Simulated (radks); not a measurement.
The numbers below are computed, except where a source is named.
Pd, 46 electrons, occupied as [Kr] 4d8 5p2 (not the ground configuration). Level of theory: scalar-relativistic Kohn-Sham, r2SCAN, spin-unpolarised, spherical densities, finite nucleus; meta-GGA in the generalised Kohn-Sham scheme; Fermi nuclear charge, rms radius 4.5318 fm (a radial shooting solver on a logarithmic mesh with Libxc functionals).

Radial electron density D(r) = 4 pi r^2 rho(r):

```
   r/bohr * D(r) (the largest magnitude, 74.1, reaches the edge; | marks zero)
 0.002695 |    *
 0.003623 |       *
  0.00491 |           *
 0.006602 |                 *
 0.008947 |                         *
  0.01203 |                                 *
   0.0163 |                                        *
  0.02192 |                                           *
  0.02971 |                                         *
  0.03994 |                                     *
  0.05413 |                                      *
  0.07277 |                                               *
  0.09863 |                                                      *
   0.1326 |                                               *
   0.1797 |                                    *
   0.2416 |                                       *
   0.3275 |                                          *
   0.4403 |                          *
   0.5967 |            *
   0.8087 |           *
    1.087 |          *
    1.473 |     *
    1.981 | *
    2.685 |*
     3.61 *
    4.892 *
    6.577 *
    8.914 *
    11.98 *
```

D(r) has 4 maxima, at r = 0.0225, 0.0986, 0.297, 0.897 bohr, and minima at 0.0443, 0.193, 0.678 bohr, inside which lie 2.01, 11.11, 29.04 electrons.
